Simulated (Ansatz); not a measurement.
Mulliken charges of CH$_{6}$B$_{2}$O (`BCBO`) from PBE/def2-TZVPP in Ansatz (PBE0-D4/def2-TZVP geometry).

| atom | x (Å) | y (Å) | z (Å) | charge (e) |
| --- | --- | --- | --- | --- |
| B1 | -1.349 | 0.619 | -0.011 | -0.093 |
| C2 | -0.358 | -0.537 | -0.267 | -0.178 |
| B3 | 0.962 | -0.214 | 0.536 | 0.059 |
| O4 | 2.117 | 0.149 | -0.066 | -0.218 |
| H5 | -1.577 | 1.439 | -0.854 | 0.018 |
| H6 | -1.870 | 0.742 | 1.060 | 0.024 |
| H7 | -0.154 | -0.726 | -1.325 | 0.076 |
| H8 | -0.738 | -1.444 | 0.224 | 0.116 |
| H9 | 0.995 | -0.270 | 1.732 | 0.004 |
| H10 | 2.055 | 0.192 | -1.025 | 0.192 |

Question: By hand: the dipole of these point charges (1 e Å = 4.8032 D).

Answer: Σ q r = (0.012, -0.150, -0.160) e Å, of length 0.220 e Å = 1.06 D.

Question: How does the dipole of the full density compare? (An estimate is asked.)

Answer: Ansatz gave: (-0.003, -0.157, -0.340) e Å, 1.80 D; the point charges give 0.59 times that, at 19° from its direction.

Point charges leave out the atoms' own dipoles, such as those of lone pairs, and Mulliken's split depends on the basis, so the two needn't agree.
